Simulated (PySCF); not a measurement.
# Adding and removing an electron: CdP

PBE; PySCF, scalar-relativistic core potentials, basis sets Cd def2-SVPD with ECP28, P def2-SVPD. Neutral (UKS): quartet (σ ↑, π ↑↑), Re = 2.711 Å, ωe = 162 cm⁻¹, De = 0.39 eV, HOMO -4.64 eV, LUMO -3.70 eV.

CdP⁺ (UKS): triplet (π ↑↑), Re = 2.511 Å, ωe = 256 cm⁻¹, De = 2.08 eV to Cd⁺ + P. The energies at the minima are -508.74982 hartree for CdP and -508.47810 for CdP⁺.

Task: Work out the adiabatic ionisation energy, without and with harmonic zero-point energies (1 hartree = 27.2114 eV, 1 eV = 8065.5 cm⁻¹), and the change of the bond length.

Result: At PBE: 0.27172 hartree = 7.394 eV between the minima; the zero-point term (256.0 − 162.0)/2 cm⁻¹ = +0.006 eV makes it 7.400 eV. Re changes by -20.0 pm against the neutral. The electron leaves a σ orbital, and the shorter bond of the ion fits an antibonding orbital, or a change in how ionic the bond is.

Weak bonds: CdP. Basis-set superposition, not corrected here, can be much of De in a small basis, most of all at correlated wavefunction levels. Spin–orbit coupling is left out. For an ion De counts to the pair picked by the measured ionisation energies or electron affinities, which need not be the lowest pair at this level. States were picked by a PBE0 search and need not be the measured ground states.
